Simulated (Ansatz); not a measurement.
# BClF2 (chlorodifluoroborane): methods side by side

BClF2: 4 atoms, total charge 0, spin state singlet. SMILES: `FB(F)Cl`. The coordinates come from a PBE0-D4/def2-TZVP relaxation. The run starts from this shape.

```xyz
4

F    -0.1737   -1.2543   -0.5463
B    -0.0671   -0.0413   -0.0620
F    -1.0116    0.8301   -0.3177
Cl    1.3079    0.4053    0.9057
```

Each level gives the adiabatic ionisation energy (to the doublet cation, no zero-point term) (eV). The values are calculated.

```tsv
level	kind	program	value (eV)	CPU time (all runs)
HF/STO-3G	Hartree–Fock	Ansatz	9.47	4.9 s
HF/3-21G	Hartree–Fock	Ansatz	11.80	7 s
HF/6-31G* (Cartesian functions)	Hartree–Fock	Ansatz	11.41	15 s
PBE/def2-SVP	GGA	Ansatz	12.21	34 s
B3LYP/6-31G* (Cartesian functions)	global hybrid	Ansatz	12.34	30 s
MP2/6-31G* (Cartesian functions)	perturbation theory	Ansatz	12.14	24 s
```

The values span 9.47 to 12.34 eV. Without the sets that lack polarisation functions the rows with a basis span only 11.41 to 12.34 eV. In so small a basis fixed costs decide the times, and correlated methods can beat functionals. Times are those of the runs behind each value, whatever else they computed, on shared processors of several kinds: orders of magnitude only.
